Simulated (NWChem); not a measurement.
CH3BrMgN2

```xyz
8

Mg     0.0000     0.0000    -0.5204
Br     0.0000     0.0000     1.8494
C      0.0000     0.0000    -2.9326
N      0.0000    -1.1229    -2.2377
N      0.0000     1.1229    -2.2377
H      0.0000     0.0000    -4.0380
H      0.0000    -1.9882    -2.7611
H      0.0000     1.9882    -2.7611
```
Atoms are numbered in this order, from 1.

All runs: NWChem. Pople sets run with spherical d functions. Geometry: optimised at PBE0/def2-SVP. Total energies compare along this basis series because the functional is fixed.

| level | basis functions | energy (Ha) | highest occupied level (eV) | orbital gap (eV) | dipole (D) |
|---|---|---|---|---|---|
| PBE0/STO-3G | 45 | -2890.7299 | -3.27 | 7.22 | 5.16 |
| PBE0/3-21G | 68 | -2908.8483 | -6.53 | 6.44 | 6.09 |
| PBE0/6-31G* | 98 | -2922.8827 | … | 6.67 | … |
| PBE0/6-311G** | 142 | -2923.2136 | -6.97 | 6.68 | 5.69 |

### Question
Fill in the missing entries.

### Answer

- PBE0/6-31G*, highest occupied level (eV): -6.83
- PBE0/6-31G*, dipole (D): 5.76
